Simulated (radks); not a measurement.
Pr35+, configuration [Ar] 3d6. Method: Dirac Kohn-Sham, relativistic LDA (MacDonald-Vosko exchange, VWN5 correlation), spin-unpolarised, spherical densities, finite nucleus; open shells fill j = l - 1/2 first; Fermi nuclear charge, rms radius 4.8919 fm; computed with a radial shooting solver on a logarithmic mesh with Libxc functionals.

Normalised radial functions P(r) = r R(r) (large component), r in bohr:

```
   r/bohr * 3p3/2 (the largest magnitude, 2.16, reaches the edge; | marks zero)
 0.002842                             *
 0.003179                             *
 0.003528                             *
 0.003946                             *
 0.004413                             |*
 0.004897                             |*
 0.005477                             |*
 0.006127                             |*
 0.006853                             |*
 0.007604                             | *
 0.008505                             | *
 0.009513                             | *
  0.01056                             |  *
  0.01181                             |  *
  0.01321                             |   *
  0.01477                             |    *
  0.01639                             |    *
  0.01833                             |     *
   0.0205                             |      *
  0.02275                             |       *
  0.02545                             |        *
  0.02846                             |          *
  0.03184                             |           *
  0.03533                             |            *
  0.03951                             |             *
   0.0442                             |              *
  0.04904                             |               *
  0.05485                             |               *
  0.06135                             |               *
  0.06862                             |              *
  0.07614                             |            *
  0.08517                             |         *
  0.09526                             |      *
   0.1057                             |  *
   0.1182                           * |
   0.1322                     *       |
   0.1479                *            |
   0.1641           *                 |
   0.1836       *                     |
   0.2053   *                         |
   0.2278  *                          |
   0.2548  *                          |
    0.285    *                        |
   0.3188       *                     |
   0.3538          *                  |
   0.3957               *             |
   0.4426                   *         |
   0.4911                      *      |
   0.5493                         *   |
   0.6144                           * |
   0.6872                            *|
   0.7625                            *|
   0.8529                             *
```

3p3/2: eigenvalue -2609.8 eV, 1 radial node at r = 0.112 bohr, <r> = 0.259 bohr, 90 % of the charge inside 0.386 bohr.
